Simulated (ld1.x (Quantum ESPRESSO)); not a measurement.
## Transferability test, TM potential for niobium

```
Element                 : Nb
Generator               : ld1.x (Quantum ESPRESSO) 7.5
Type                    : norm-conserving Troullier–Martins (Kleinman–Bylander form)
Functional              : PBE
Relativity              : scalar-relativistic
Frozen core             : [Kr]
Valence charge          : 5
Reference configuration : 4d4 5s0 5p1
Partial waves           : 5s (bound, empty): rc 2.35 bohr; 4d (bound): rc 1.75 bohr; 5p (bound): rc 4.05 bohr
Local potential         : the p channel
Core correction         : none
```

Energies are relative to the spin-unpolarised reference configuration 4d4 5s0 5p1; without spin polarisation the order of configurations can differ from experiment.

```
valence configuration  charge  ΔE all-electron (eV)  error AE − PS (meV)
          4d4 5s1 5p0       0                -2.952                 +9.1
          4d4 5s0 5p0      +1                 3.685                 +8.6
          4d5 5s0 5p0       0                -1.682                  -62
          4d1 5s0 5p0      +4                79.356                  -78
          4d3 5s1 5p0      +1                 4.066                  -20
        4d4 5s0.5 5p0    +0.5                -0.313                 +0.8
```

Question: What are ΔE and the potential's error for 4d3 5s0 5p0?

Answer: ΔE = 17.726 eV all-electron; the error (AE − PS) is -30 meV.

Levels in the configuration 4d1 5s0 5p0:

```csv
level,all-electron (eV),pseudo (eV)
4d,-43.418,-42.876
```
